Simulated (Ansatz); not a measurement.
`[Au][S]CCCCc1ccc(-c2ccc(-c3cccs3)s2)s1` with charge -1, relaxed as a doublet with UKS r2SCAN-D4/def2-SVP in Ansatz, starting from the r2SCAN-D4/def2-SVP geometry of the neutral singlet. Force threshold 0.03 eV/Å.

In the def2 sets Au takes a core potential; there is no spin–orbit coupling. Single mean-field runs in def2-SVP are fitted with def2-universal-jkfit. The gap within one spin of the relaxed charge -1 doublet nearly closes, so an electron or hole may be smeared out by delocalisation error. The relaxation made no stability test and no search for a lower SCF solution. No other spin state of charge -1 was run.

Start:

```xyz
36

Au    1.6776    8.2422    1.7553
S    -0.3547    7.5102    1.1021
C    -0.1006    5.7130    0.8848
C     0.8890    5.3246   -0.2077
C     0.9659    3.8181   -0.4641
C     1.5721    3.0179    0.7001
C     1.6903    1.5528    0.4256
C     2.8252    0.7990    0.2050
C     2.5614   -0.5704   -0.0515
C     1.2086   -0.8791   -0.0401
C     0.5821   -2.1592   -0.2628
C     1.1623   -3.3295   -0.7366
C     0.2579   -4.4090   -0.8262
C    -1.0329   -4.0883   -0.4258
C    -2.2114   -4.9179   -0.3870
C    -3.5039   -4.5879   -0.0023
C    -4.4115   -5.6742   -0.0977
C    -3.8145   -6.8289   -0.5498
S    -2.1358   -6.5950   -0.8654
S    -1.1087   -2.4203    0.0800
S     0.2709    0.5558    0.2933
H    -1.1176    5.3618    0.6211
H     0.1482    5.2577    1.8569
H     0.6074    5.8464   -1.1382
H     1.8896    5.7120    0.0678
H    -0.0416    3.4242   -0.6930
H     1.5723    3.6337   -1.3675
H     0.9754    3.1767    1.6163
H     2.5832    3.4018    0.9208
H     3.8289    1.2291    0.2412
H     3.3368   -1.3193   -0.2237
H     2.2129   -3.3912   -1.0253
H     0.5312   -5.4046   -1.1834
H    -3.7800   -3.5864    0.3355
H    -5.4705   -5.6093    0.1594
H    -4.2656   -7.8068   -0.7172
```

Question: Estimate the energy that the relaxation releases and the steps that it takes.

Answer: 1.8 kcal/mol, in 10 steps; 43 s on 2 threads of AMD EPYC 7R13 on a shared host and a share (18 GiB) of an NVIDIA H100 80GB HBM3. The force fell under the threshold at step 5, but the optimiser went on and released 0.003 eV more. No frequencies were taken in this run, so the end may be a saddle point.

Question: Does the start keep its bonding?

Answer: By distances, no bond broke or formed. The bond that changes most is Au1–S2, from 2.26 to 2.36 Å (atoms count from 1).

Question: Predict the relaxed structure.

Answer: 
```xyz
36

Au    2.054    8.076    1.863
S    -0.145    7.609    1.133
C    -0.062    5.793    0.915
C     0.838    5.344   -0.234
C     0.863    3.832   -0.470
C     1.519    3.040    0.673
C     1.646    1.575    0.407
C     2.784    0.831    0.160
C     2.537   -0.542   -0.086
C     1.186   -0.877   -0.036
C     0.576   -2.162   -0.235
C     1.181   -3.356   -0.633
C     0.291   -4.440   -0.726
C    -1.030   -4.116   -0.407
C    -2.196   -4.947   -0.395
C    -3.513   -4.621   -0.070
C    -4.406   -5.716   -0.174
C    -3.792   -6.883   -0.575
S    -2.095   -6.644   -0.832
S    -1.139   -2.419    0.024
S     0.236    0.551    0.320
H    -1.102    5.464    0.727
H     0.250    5.326    1.866
H     0.506    5.857   -1.154
H     1.861    5.715   -0.036
H    -0.166    3.454   -0.627
H     1.412    3.610   -1.403
H     0.955    3.208    1.608
H     2.532    3.439    0.854
H     3.781    1.280    0.167
H     3.319   -1.278   -0.283
H     2.248   -3.424   -0.857
H     0.587   -5.448   -1.026
H    -3.807   -3.613    0.233
H    -5.475   -5.650    0.041
H    -4.233   -7.866   -0.734
```
Bond lengths: 15 × C–C 1.38 to 1.54 Å; 7 × C–S 1.73 to 1.83 Å; 1 × Au–S 2.36 Å; 15 × C–H 1.09 to 1.11 Å.
